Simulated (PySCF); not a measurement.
Two species compared at the same levels of theory.

First species: C4H9OPS.
SMILES: `CC(=O)P(C)(C)=S`

Second species: C8H9F.
SMILES with atom numbers: `[CH3:1][c:2]1[cH:3][cH:4][c:5]([CH2:6][F:7])[cH:8][cH:9]1` (hydrogens: H10, H11, H12 on C1; H13 on C3; H14 on C4; H15, H16 on C6; H17 on C8; H18 on C9)

Levels: PBE0/def2-SVPD for dipole moment, HOMO energy, LUMO energy, HOMO–LUMO gap, static isotropic polarisability and electronic spatial extent ⟨r²⟩ about the centre of nuclear charge; TDDFT PBE0/def2-SVPD for lowest singlet excitation; TDA PBE0/def2-SVPD for lowest triplet excitation (Tamm–Dancoff); GFN2-xTB for rotational constant A and rotational constant C. Geometries: GFN2-xTB. All species are isolated and taken at one optimised geometry, non-relativistic unless stated. Electronic properties by PySCF.

The conformers computed, where there is a choice (atom-mapped SMILES and torsion angles):
- `[CH3:1][C:2](=[O:3])[P:4]([CH3:5])([CH3:6])=[S:7]`: C1–C2–P4–C5 172°
- `[CH3:1][c:2]1[cH:3][cH:4][c:5]([CH2:6][F:7])[cH:8][cH:9]1`: C4–C5–C6–F7 0°

```csv
property,column X,column Y
dipole moment,4.23 D,1.86 D
HOMO energy,-6.50 eV,-6.92 eV
LUMO energy,-1.61 eV,-0.35 eV
HOMO–LUMO gap,4.89 eV,6.57 eV
lowest singlet excitation,3.44 eV,5.34 eV
lowest triplet excitation (Tamm–Dancoff),2.87 eV,4.04 eV
static isotropic polarisability,99.5 au,92.6 au
electronic spatial extent ⟨r²⟩ about the centre of nuclear charge,1124 bohr²,1406 bohr²
rotational constant A,2.058 GHz,4.722 GHz
rotational constant C,1.305 GHz,0.789 GHz
```

(1) Which column belongs to which species?

(2) How does each property change from the first species to the second?

Results:

(1) Column X is the first species and column Y the second. The first has 16 atoms and 72 electrons, the second 18 and 66.

(2) dipole moment -2.37 D; HOMO energy -0.42 eV; LUMO energy +1.26 eV; HOMO–LUMO gap +1.68 eV; lowest singlet excitation +1.90 eV; lowest triplet excitation (Tamm–Dancoff) +1.17 eV; static isotropic polarisability -6.9 au; electronic spatial extent ⟨r²⟩ about the centre of nuclear charge +282 bohr²; rotational constant A +2.664 GHz; rotational constant C -0.516 GHz.

On the first: A dipole of 4.23 D is allowed in C1, and pure rotational transitions are dipole-allowed. In atomic units the dipole is 1.66 e·bohr (1 au = 2.5417 D).

On the second: In atomic units the dipole is 0.73 e·bohr (1 au = 2.5417 D). The vertical singlet–triplet gap S1 − T1 is 1.30 eV (TDDFT singlet less Tamm–Dancoff triplet; S1: HOMO→LUMO, weight 0.55; T1: HOMO→LUMO+1, weight 0.40, beside HOMO−1→LUMO, weight 0.25).
